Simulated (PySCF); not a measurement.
[TiCl5]2-: Ti(III) (d1), charge -2. The structure is a model geometry with rigid ligands and bond lengths from ionic radii, not a minimum; coordination square pyramidal, point group C4v, metal–donor distances 2.32 Å.

Method (PySCF 2.14, density fitting): CASSCF(1,5) with orbitals averaged over all microstates of the shell, strongly contracted NEVPT2 on the averaged canonical orbitals; basis x2c-TZVPall on the metal, x2c-SVPall elsewhere; spin-free X2C; IEF-PCM water; spin-orbit coupling by state interaction with the mean-field operator over all roots.

CASSCF energies above the lowest CASSCF root:

```csv
state,CASSCF / cm⁻¹
2E,0
2B2,335
2A1,5131
2B1,15252
```

Q: How does dynamic correlation (SC-NEVPT2) move these states?

A: 
| state | NEVPT2 / cm⁻¹ | shift / cm⁻¹ |
| --- | --- | --- |
| 2E | 0 | 0 |
| 2B2 | 138 | -197 |
| 2A1 | 5383 | +253 |
| 2B1 | 17016 | +1764 |

Charge-transfer states lie outside this active space and may come lower than some of these levels. The ground state is orbitally degenerate in this regular structure, which would distort (Jahn–Teller). 2B2 (138 cm⁻¹) lies within 300 cm⁻¹ of 2E at NEVPT2 level, inside the method's error: their order is undecided. NEVPT2 on the d shell alone tends to put d–d bands too high for such charged or covalently bound ions.
